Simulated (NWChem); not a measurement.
Species: C3H3F3; SMILES FC1(F)C[C@@H]1F

Program: NWChem. Geometry: optimised at PBE0/def2-SVP. Level: B3LYP/def2-SVP with COSMO at NWChem's default radii, gas-phase geometry; rows give the dielectric constant.

```tsv
dielectric constant	electrostatic solvation energy (kcal/mol)	dipole in solution (D)
1.5	(withheld)	(withheld)
2.4	-1.9	2.25
4.8	-2.6	2.35
46.7	-3.3	2.45
78.4	-3.4	2.46
```

Q: Some entries are withheld; supply them.

A: 
- 1.5, electrostatic solvation energy (kcal/mol): -1.0
- 1.5, dipole in solution (D): 2.13
